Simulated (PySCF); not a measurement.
AgI, charge +1, multiplicity 2. Atoms are numbered in the order given.

```xyz
2

Ag     0.0000     0.0000    -1.3970
I      0.0000     0.0000     1.2388
```
Charge +1, spin multiplicity 2.

Coordinates come from a PBE-D3(BJ)/def2-TZVP optimisation. The spin state was assumed, not searched. The def2 effective core potentials stand for the cores of Ag, I; spin–orbit coupling is left out.

Calculation: M06-2X/def2-TZVPD (PySCF).

Mulliken values depend strongly on the basis, most of all with diffuse functions as here. ESP charges are fitted to the potential on shells at 1.4 to 2.0 van der Waals radii. Atomic charges (e):

| atom | Mulliken | ESP fit | Mulliken spin |
|---|---|---|---|
| Ag1 | 0.65 | [?] | 0.00 |
| I2 | 0.35 | [?] | 1.00 |

Fill in the missing entries. (An estimate is asked for; the answer gives what the named calculation found.)


- Ag1, ESP fit: 0.70
- I2, ESP fit: 0.30
